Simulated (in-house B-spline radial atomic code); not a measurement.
Cl¹⁰⁺. Computed with a B-spline radial atomic code. Model: all-electron spherical atom, spin shells full or empty, radial basis limit, no spin-orbit coupling: exact exchange with a local potential (Slater, KLI or optimised effective potential, whose far tail is KLI's), no correlation.

Exchange potential has not reached -1/r at the last radius.

The run also made RPA and GW results, which its time includes.

The Slater potential averages the orbital exchange potentials with the orbital densities as weights, KLI adds orbital constants, and the optimised effective potential minimises the exact-exchange energy among local potentials. So their energies lie above Hartree-Fock in the order OEP, KLI, Slater. All fall off as −1/r, unlike LDA and GGA exchange.

Command:
```bash
python run_gw.py task.json out
```
Settings (lengths in bohr, energies in hartree):
```
Z                      17
electrons              7
configuration          [He] 2s2 2p3
hamiltonian            nr
method                 kli
lmax                   9
spin_polarised         True
box_radius             6.62
intervals              63
```

Cost of the run: 2.1 s on 1 thread of Arm Neoverse N1 (shared host).

Given: hamiltonian non-relativistic; mean-field start exchange-only KLI.

Computed: energy above Hartree-Fock 1.9682 millihartree; virial ratio -E/T less 1 9.7e-05.

```tsv
radius (bohr)	r times exchange potential up (hartree bohr)	r times exchange potential down (hartree bohr)
0.00294	-0.041739	-0.044166
0.00347	-0.049225	-0.052088
0.0041	-0.058104	-0.061487
0.00484	-0.068496	-0.072487
0.00572	-0.080793	-0.085507
0.00675	-0.095093	-0.10065
0.00798	-0.11202	-0.11859
0.00942	-0.13161	-0.13935
0.0111	-0.1541	-0.1632
0.0131	-0.1803	-0.19101
0.0155	-0.21087	-0.22349
0.0183	-0.24519	-0.26003
0.0216	-0.28367	-0.30107
0.0255	-0.32626	-0.34662
0.0302	-0.37328	-0.39711
0.0356	-0.42148	-0.44916
0.0421	-0.47142	-0.50352
0.0497	-0.51922	-0.5562
0.0587	-0.56249	-0.6048
0.0693	-0.59748	-0.64523
0.0818	-0.62127	-0.67344
0.0966	-0.63328	-0.68483
0.114	-0.63949	-0.67387
0.135	?	?
0.159	-0.7163	-0.564
0.188	-0.82309	-0.50689
0.222	?	?
0.262	-1.0971	-0.64706
0.309	-1.2193	-0.75293
0.365	-1.3113	-0.84058
0.432	-1.3613	-0.90749
0.51	-1.3656	-0.95252
0.602	-1.3328	-0.97929
0.711	-1.2769	-0.99263
0.839	-1.2131	-0.99793
0.991	-1.1509	-0.99957
1.17	-1.0956	-0.99993
```

What belongs in the row 0.135?

r times exchange potential up (hartree bohr): -0.65901; r times exchange potential down (hartree bohr): -0.63279.

What belongs in the row 0.222?

r times exchange potential up (hartree bohr): -0.95847; r times exchange potential down (hartree bohr): -0.54254.

```json
{"occupied": "1s up", "level (hartree)": "-115.24", "Hartree-Fock level (hartree)": "-118.44"}
{"occupied": "1s down", "level (hartree)": "-115.53", "Hartree-Fock level (hartree)": "-117.87"}
{"occupied": "2s up", "level (hartree)": "?", "Hartree-Fock level (hartree)": "?"}
{"occupied": "2s down", "level (hartree)": "-20.259", "Hartree-Fock level (hartree)": "-20.26"}
{"occupied": "2p up", "level (hartree)": "-19.563", "Hartree-Fock level (hartree)": "-19.564"}
```

What belongs in the row 2s up?

level (hartree): -21.315; Hartree-Fock level (hartree): -21.629.

| empty | level (hartree) |
| --- | --- |
| 2p down | -18.414 |
| 3s up | -8.2872 |
| 3s down | ? |
| 3p up | -7.7729 |
| 3p down | ? |
| 3d up | -7.2125 |
| 3d down | -6.8533 |
| 4s up | -4.3737 |
| 4s down | -4.3018 |
| 4p up | -4.1662 |
| 4p down | -4.091 |
| 4d up | -3.949 |
| 4d down | -3.846 |
| 4f up | -3.8374 |

What belongs in the row 3s down?

level (hartree): -8.0209.

What belongs in the row 3p down?

level (hartree): -7.4967.

The highest level, 2p up, differs from Hartree-Fock by +0.029 eV and the deepest, 1s down, by +63.9 eV: a local potential can match the highest level but can't give each shell its own exchange.
